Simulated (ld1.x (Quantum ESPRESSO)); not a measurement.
**Building the ultrasoft potential for manganese (Mn) (PBE, fully relativistic).**

The input file (ld1.x (Quantum ESPRESSO) 7.5):

```
&input
   title='Mn', zed=25., rel=2, dft='PBE', iswitch=3,
   config='[Ar] 3d5 4s2 4p0', rel_dist='average',
   nld=5, rlderiv=2.95, eminld=-2.0, emaxld=5.0, deld=0.02
 /
 &inputp
   pseudotype=3, tm=.true., lloc=-1, rcloc=1.75,
   nlcc=.true., new_core_ps=.true., rcore=2.20,
   which_augfun='PSQ', rmatch_augfun=2.00,
   file_pseudopw='Mn.UPF', file_wfcaegen='ae.wfc', file_wfcncgen='nc.wfc', file_beta='beta', file_chi='chi', file_wfcusgen='us.wfc'
 /
6
4S  1  0   2.00   0.00  2.30  2.70  0.0
4S  1  0   0.00   0.20  2.30  2.70  0.0
4P  2  1   0.00   0.00  2.25  2.45  0.0
4P  2  1   0.00   4.90  2.25  2.45  0.0
3D  3  2   5.00   0.00  1.95  2.10  0.0
3D  3  2   0.00   3.60  1.95  2.10  0.0
 &test
   configts(1)='3d5 4s2 4p0'
 /
```

Command:

```bash
ld1.x < Mn.in > Mn.out
```

Output (shortened: banner, matrices, multipoles, cross overlaps and the repeated all-electron block are left out):

```
Program LD1 v.7.5
     --------------------------- All-electron run ----------------------------

     Mn
     dirac relativistic calculation

     atomic number is 25.00
     dft =PBE   lsd =0 sic =0 latt =0  beta=0.20 tr2=1.0E-14
     Exchange-correlation= PBE
                           (   1   4   3   4   0   0   0)
     mesh =1187 r(mesh) = 100.09544 a.u. xmin = -7.00 dx = 0.01250
     1 Ry =  13.60569312 eV, c = 137.03599908

     n l j   nl                  e(Ry)          e(Ha)          e(eV)
     Spin orbit split results
     1 0 0.5 1S 1( 2.00)      -472.4669      -236.2334     -6428.2392
     2 0 0.5 2S 1( 2.00)       -54.6644       -27.3322      -743.7468
     2 1 0.5 2P 1( 2.00)       -46.8165       -23.4083      -636.9713
     2 1 1.5 2P 1( 4.00)       -46.0499       -23.0250      -626.5414
     3 0 0.5 3S 1( 2.00)        -6.3107        -3.1553       -85.8609
     3 1 0.5 3P 1( 2.00)        -4.0742        -2.0371       -55.4317
     3 1 1.5 3P 1( 4.00)        -3.9808        -1.9904       -54.1614
     3 2 1.5 3D 1( 2.00)        -0.5029        -0.2514        -6.8423
     3 2 2.5 3D 1( 3.00)        -0.4942        -0.2471        -6.7243
     4 0 0.5 4S 1( 2.00)        -0.3753        -0.1877        -5.1064
     4 1 0.5 4P 1( 0.00)        -0.1027        -0.0513        -1.3968
     4 1 1.5 4P 1( 0.00)        -0.0998        -0.0499        -1.3575
     Averaged results
     1 0     1S 1( 2.00)      -472.4669      -236.2334     -6428.2392
     2 0     2S 1( 2.00)       -54.6644       -27.3322      -743.7468
     2 1     2P 1( 6.00)       -46.3055       -23.1527      -630.0180
     3 0     3S 1( 2.00)        -6.3107        -3.1553       -85.8609
     3 1     3P 1( 6.00)        -4.0119        -2.0060       -54.5848
     3 2     3D 1( 5.00)        -0.4977        -0.2488        -6.7715
     4 0     4S 1( 2.00)        -0.3753        -0.1877        -5.1064
     4 1     4P 1( 0.00)        -0.1007        -0.0504        -1.3706

     final scf error:  1.3E-15 reached in  30 iterations

     Etot =   -2316.634342 Ry,   -1158.317171 Ha,  -31519.415932 eV

     Ekin =    2346.319958 Ry,    1173.159979 Ha,   31923.309322 eV
     Encl =   -5534.502540 Ry,   -2767.251270 Ha,  -75300.743143 eV
     Eh   =     975.459179 Ry,     487.729589 Ha,   13271.798238 eV
     Exc  =    -103.910939 Ry,     -51.955470 Ha,   -1413.780349 eV

     normalization and overlap integrals

     s(1S/1S) =  1.000000  <r> =   0.0609  <r2> =    0.0050  r(max) =   0.0400
     s(2S/2S) =  1.000000  <r> =   0.2792  <r2> =    0.0922  r(max) =   0.2331
     s(2P/2P) =  1.000000  <r> =   0.2451  <r2> =    0.0740  r(max) =   0.1861
     s(2P/2P) =  1.000000  <r> =   0.2480  <r2> =    0.0756  r(max) =   0.1885
     s(3S/3S) =  1.000000  <r> =   0.8514  <r2> =    0.8370  r(max) =   0.7361
     s(3P/3P) =  1.000000  <r> =   0.8981  <r2> =    0.9519  r(max) =   0.7454
     s(3P/3P) =  1.000000  <r> =   0.9072  <r2> =    0.9713  r(max) =   0.7547
     s(3D/3D) =  1.000000  <r> =   1.2193  <r2> =    2.0143  r(max) =   0.7642
     s(3D/3D) =  1.000000  <r> =   1.2261  <r2> =    2.0387  r(max) =   0.7642
     s(4S/4S) =  1.000000  <r> =   3.0942  <r2> =   11.1387  r(max) =   2.5058
     s(4P/4P) =  1.000000  <r> =   4.5013  <r2> =   24.3436  r(max) =   3.3825
     s(4P/4P) =  1.000000  <r> =   4.5528  <r2> =   24.9012  r(max) =   3.4251

     ------------------------ End of All-electron run ------------------------

     --------------------- Generating US pseudopotential ---------------------

      Generating local potential from pseudized AE potential:
      Matching radius rcloc =   1.7500

      Local pseudo, rcloc= 1.744 Estimated cut-off energy=     8.14 Ry

      Computing core charge for nlcc:

       r > 2.21 : true rho core
      Core charge pseudized with two Bessel functions
      Integrated core pseudo-charge :   1.68

     Fully relativistic calculation: |psi|^2

     Wfc 4S LC norm =  0.99997165 SC norm =  0.00002636 missing  0.00000199

     Wfc 4P LC norm =  0.99998670 SC norm =  0.00001311 missing  0.00000019

     Wfc 4P LC norm =  0.99998700 SC norm =  0.00000997 missing  0.00000303

     Wfc 3D LC norm =  0.99983517 SC norm =  0.00016482 missing  0.00000001

     Wfc 3D LC norm =  0.99983639 SC norm =  0.00016306 missing  0.00000054
      Wfc-us  4S rcutus= 2.667  Estimated cut-off energy=     6.35 Ry
      Wfc-us  4S rcutus= 2.667  Estimated cut-off energy=     7.47 Ry
      Wfc-us  4P rcutus= 2.475  Estimated cut-off energy=    11.63 Ry
      Wfc-us  4P rcutus= 2.475  Estimated cut-off energy=    11.61 Ry
      Wfc-us  4P rcutus= 2.475  Estimated cut-off energy=    24.58 Ry
      Wfc-us  4P rcutus= 2.475  Estimated cut-off energy=    24.44 Ry
      Wfc-us  3D rcutus= 2.077  Estimated cut-off energy=    27.21 Ry
      Wfc-us  3D rcutus= 2.077  Estimated cut-off energy=    27.20 Ry
      Wfc-us  3D rcutus= 2.077  Estimated cut-off energy=    26.65 Ry
      Wfc-us  3D rcutus= 2.077  Estimated cut-off energy=    26.63 Ry

     Q pseudized with Bessel functions
     Expected ecutrho=     111.8116 due to l1=  2   l2=  2

     ------------------- End of pseudopotential generation -------------------

     Computing logarithmic derivative in   2.96653
     Computing logarithmic derivative in   2.96653
     Computing the partial wave expansion
     R is outside the sphere for l=    0 j= 0.50
     R is outside the sphere for l=    0 j= 0.50
     R is outside the sphere for l=    1 j= 0.50
     R is outside the sphere for l=    1 j= 0.50
     R is outside the sphere for l=    1 j= 1.50
     R is outside the sphere for l=    1 j= 1.50
     R is outside the sphere for l=    2 j= 1.50
     R is outside the sphere for l=    2 j= 1.50
     R is outside the sphere for l=    2 j= 2.50
     R is outside the sphere for l=    2 j= 2.50

     ---------------------- Testing the pseudopotential ----------------------

     Mn
     dirac relativistic calculation

     atomic number is 25.00   valence charge is  7.00
     dft =PBE   lsd =0 sic =0 latt =0  beta=0.20 tr2=1.0E-14
     mesh =1187 r(mesh) = 100.09544 xmin = -7.00 dx = 0.01250

     n l  j  nl             e AE (Ry)       e PS (Ry)    De AE-PS (Ry)
     3 2 1.5 3D   1( 2.00)       -0.50290       -0.50290       -0.00000
     3 2 2.5 3D   1( 3.00)       -0.49423       -0.49423        0.00000
     1 0 0.5 4S   1( 2.00)       -0.37531       -0.37531        0.00000
     2 1 0.5 4P   1( 0.00)       -0.10266       -0.10266       -0.00000
     2 1 1.5 4P   1( 0.00)       -0.09977       -0.09977        0.00000

     eps = 1.8E-15  iter =  3

     Etot =   -2316.634342 Ry,   -1158.317171 Ha,  -31519.415932 eV
     Etotps =   -31.043629 Ry,     -15.521815 Ha,    -422.370090 eV

     Ekin =       9.021503 Ry,       4.510751 Ha,     122.743800 eV
     Encl =     -76.307051 Ry,     -38.153526 Ha,   -1038.210325 eV
     Ehrt =      27.870494 Ry,      13.935247 Ha,     379.197386 eV
     Ecxc =      -8.515887 Ry,      -4.257944 Ha,    -115.864550 eV
     (Ecc =      -1.267855 Ry,      -0.633928 Ha,     -17.250049 eV)
     Epseu=      16.887313 Ry,       8.443656 Ha,     229.763598 eV

     ---------------------- End of pseudopotential test ----------------------
```

Generation and configuration tests took about 2.2 s on one core of a shared server CPU.

Transferability test of the new file with ld1.x, input:

```
&input
   title='Mn', zed=25., rel=2, dft='PBE', iswitch=2,
   config='[Ar] 3d5 4s2 4p0', rel_dist='average'
 /
 &test
   file_pseudo='Mn.UPF', nconf=8,
   configts(1)='3d5 4s2 4p0',
   configts(2)='3d5 4s1 4p0',
   configts(3)='3d5 4s0 4p0',
   configts(4)='3d4 4s0 4p0',
   configts(5)='3d5 4s0 4p2',
   configts(6)='3d4 4s2 4p1',
   configts(7)='3d5 4s1 4p1',
   configts(8)='3d6 4s0 4p0'
 /
```

```bash
ld1.x < Mn.test.in > Mn.test.out
```

Pseudopotential blocks of its output, shortened (energy terms left out):

```
     ---------------------- Testing the pseudopotential ----------------------

     n l  j  nl             e AE (Ry)       e PS (Ry)    De AE-PS (Ry)
     3 2 1.5 3D   1( 2.00)       -0.50290       -0.50290       -0.00000
     3 2 2.5 3D   1( 3.00)       -0.49423       -0.49423        0.00000
     1 0 0.5 4S   1( 2.00)       -0.37531       -0.37531        0.00000
     2 1 0.5 4P   1( 0.00)       -0.10266       -0.10266       -0.00000
     2 1 1.5 4P   1( 0.00)       -0.09977       -0.09977        0.00000

     eps = 1.8E-15  iter =  3

     Etot =   -2316.634342 Ry,   -1158.317171 Ha,  -31519.415932 eV
     Etotps =   -31.043629 Ry,     -15.521815 Ha,    -422.370090 eV

     ---------------------- End of pseudopotential test ----------------------

          ---------------------- Testing the pseudopotential ----------------------

     n l  j  nl             e AE (Ry)       e PS (Ry)    De AE-PS (Ry)
     3 2 1.5 3D   1( 2.00)       -1.10100       -1.09847       -0.00253
     3 2 2.5 3D   1( 3.00)       -1.09216       -1.08944       -0.00272
     1 0 0.5 4S   1( 1.00)       -0.87291       -0.87270       -0.00021
     2 1 0.5 4P   1( 0.00)       -0.53219       -0.53208       -0.00010
     2 1 1.5 4P   1( 0.00)       -0.52692       -0.52682       -0.00010

     eps = 5.3E-15  iter =  9

     Etot =   -2316.015773 Ry,   -1158.007886 Ha,  -31510.999874 eV
     Etotps =   -30.425109 Ry,     -15.212554 Ha,    -413.954694 eV
     dEtot_ae =       0.618569 Ry
     dEtot_ps =       0.618520 Ry,   Delta E=       0.000049 Ry

     ---------------------- End of pseudopotential test ----------------------

          ---------------------- Testing the pseudopotential ----------------------

     n l  j  nl             e AE (Ry)       e PS (Ry)    De AE-PS (Ry)
     3 2 1.5 3D   1( 2.00)       -1.79275       -1.78590       -0.00685  !
     3 2 2.5 3D   1( 3.00)       -1.78368       -1.77639       -0.00728  !
     1 0 0.5 4S   1( 0.00)       -1.42849       -1.42631       -0.00218
     2 1 0.5 4P   1( 0.00)       -1.02628       -1.02518       -0.00111
     2 1 1.5 4P   1( 0.00)       -1.01851       -1.01750       -0.00101

     eps = 1.3E-15  iter =  9

     Etot =   -2314.869273 Ry,   -1157.434636 Ha,  -31495.400945 eV
     Etotps =   -29.279559 Ry,     -14.639780 Ha,    -398.368695 eV
     dEtot_ae =       1.765069 Ry
     dEtot_ps =       1.764070 Ry,   Delta E=       0.000999 Ry

     ---------------------- End of pseudopotential test ----------------------

          ---------------------- Testing the pseudopotential ----------------------

     n l  j  nl             e AE (Ry)       e PS (Ry)    De AE-PS (Ry)
     3 2 1.5 3D   1( 1.60)       -3.03450       -3.09608        0.06158  !
     3 2 2.5 3D   1( 2.40)       -3.02412       -3.08707        0.06295  !
     1 0 0.5 4S   1( 0.00)       -2.21704       -2.22983        0.01279  !
     2 1 0.5 4P   1( 0.00)       -1.72892       -1.73208        0.00317
     2 1 1.5 4P   1( 0.00)       -1.71727       -1.72081        0.00354

     eps = 8.5E-17  iter =  7

     Etot =   -2312.479183 Ry,   -1156.239591 Ha,  -31462.882114 eV
     Etotps =   -26.866714 Ry,     -13.433357 Ha,    -365.540269 eV
     dEtot_ae =       4.155159 Ry
     dEtot_ps =       4.176915 Ry,   Delta E=      -0.021756 Ry

     ---------------------- End of pseudopotential test ----------------------

          ---------------------- Testing the pseudopotential ----------------------

     n l  j  nl             e AE (Ry)       e PS (Ry)    De AE-PS (Ry)
     3 2 1.5 3D   1( 2.00)       -0.71793       -0.71388       -0.00405
     3 2 2.5 3D   1( 3.00)       -0.70908       -0.70478       -0.00430
     1 0 0.5 4S   1( 0.00)       -0.50646       -0.50621       -0.00025
     2 1 0.5 4P   1( 0.67)       -0.20306       -0.20298       -0.00009
     2 1 1.5 4P   1( 1.33)       -0.19920       -0.19911       -0.00008

     eps = 7.6E-15  iter = 11

     Etot =   -2316.051580 Ry,   -1158.025790 Ha,  -31511.487050 eV
     Etotps =   -30.460941 Ry,     -15.230470 Ha,    -414.442210 eV
     dEtot_ae =       0.582762 Ry
     dEtot_ps =       0.582688 Ry,   Delta E=       0.000074 Ry

     ---------------------- End of pseudopotential test ----------------------

          ---------------------- Testing the pseudopotential ----------------------

     n l  j  nl             e AE (Ry)       e PS (Ry)    De AE-PS (Ry)
     3 2 1.5 3D   1( 1.60)       -0.96105       -0.98416        0.02311  !
     3 2 2.5 3D   1( 2.40)       -0.95119       -0.97567        0.02448  !
     1 0 0.5 4S   1( 2.00)       -0.52820       -0.52904        0.00083
     2 1 0.5 4P   1( 0.33)       -0.19587       -0.19583       -0.00004
     2 1 1.5 4P   1( 0.67)       -0.19124       -0.19135        0.00011

     eps = 6.5E-15  iter = 14

     Etot =   -2316.061025 Ry,   -1158.030512 Ha,  -31511.615559 eV
     Etotps =   -30.457060 Ry,     -15.228530 Ha,    -414.389412 eV
     dEtot_ae =       0.573317 Ry
     dEtot_ps =       0.586569 Ry,   Delta E=      -0.013252 Ry

     ---------------------- End of pseudopotential test ----------------------

          ---------------------- Testing the pseudopotential ----------------------

     n l  j  nl             e AE (Ry)       e PS (Ry)    De AE-PS (Ry)
     3 2 1.5 3D   1( 2.00)       -0.61784       -0.61608       -0.00176
     3 2 2.5 3D   1( 3.00)       -0.60908       -0.60719       -0.00189
     1 0 0.5 4S   1( 1.00)       -0.44780       -0.44777       -0.00002
     2 1 0.5 4P   1( 0.33)       -0.15798       -0.15796       -0.00001
     2 1 1.5 4P   1( 0.67)       -0.15457       -0.15455       -0.00001

     eps = 5.7E-15  iter =  9

     Etot =   -2316.350858 Ry,   -1158.175429 Ha,  -31515.558942 eV
     Etotps =   -30.760142 Ry,     -15.380071 Ha,    -418.513059 eV
     dEtot_ae =       0.283484 Ry
     dEtot_ps =       0.283487 Ry,   Delta E=      -0.000003 Ry

     ---------------------- End of pseudopotential test ----------------------

          ---------------------- Testing the pseudopotential ----------------------

     n l  j  nl             e AE (Ry)       e PS (Ry)    De AE-PS (Ry)
     3 2 1.5 3D   1( 2.40)       -0.79153       -0.77533       -0.01620  !
     3 2 2.5 3D   1( 3.60)       -0.78369       -0.76620       -0.01749  !
     1 0 0.5 4S   1( 0.00)       -0.76251       -0.76982        0.00730  !
     2 1 0.5 4P   1( 0.00)       -0.45439       -0.45864        0.00425
     2 1 1.5 4P   1( 0.00)       -0.45011       -0.45430        0.00419

     eps = 1.9E-15  iter = 10

     Etot =   -2316.133585 Ry,   -1158.066792 Ha,  -31512.602783 eV
     Etotps =   -30.527433 Ry,     -15.263717 Ha,    -415.346887 eV
     dEtot_ae =       0.500757 Ry
     dEtot_ps =       0.516196 Ry,   Delta E=      -0.015439 Ry

     ---------------------- End of pseudopotential test ----------------------
```
